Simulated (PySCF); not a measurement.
Ionisation energy of Pr³⁺ by level of theory

Pr³⁺ [Xe] 4f2 [4f5/2^2, M_J = 4] → Pr⁴⁺ [Xe] 4f1 [4f5/2^1, M_J = 5/2], as a difference of total energies. Computed with PySCF 2.14 in x2c-TZVPall-2c, with the two-component X2C-1e Hamiltonian. Correlated levels: [Ar] 3d10 frozen; the 18 highest virtual spinors dropped. "Screened" scales the spin-orbit matrix elements by Boettger's factors to mimic the two-electron term; Breit and QED terms are absent.

```csv
method,ionisation energy (eV)
GHF (spin-free),37.304
GMP2 (spin-free),37.224
GHF (screened spin-orbit),37.341
GMP2 (screened spin-orbit),37.267
```

Question: How much does correlation contribute at GMP2 (screened spin-orbit)?

Answer: 37.267 − (37.341) = -0.074 eV, measured against GHF (screened spin-orbit).

The spin-free rows relax to the high-spin LS determinant and lack the spin-orbit shift.

The labels give the starting determinants; with spin-orbit coupling the two ends relaxed to ⟨J²⟩ = 20.89, ⟨L²⟩ = 29.72, ⟨S²⟩ = 1.98 and ⟨J²⟩ = 8.83, ⟨L²⟩ = 12.05, ⟨S²⟩ = 0.79.

The determinant of Pr³⁺ mixes levels of different J (the jj label is only the starting occupation), so the difference between spin-free and spin-orbit rows is not the physical spin-orbit shift.

For comparison: 38.981 ± 0.025 eV (semi-empirical (NIST evaluation); NIST Atomic Spectra Database, ionization energies).
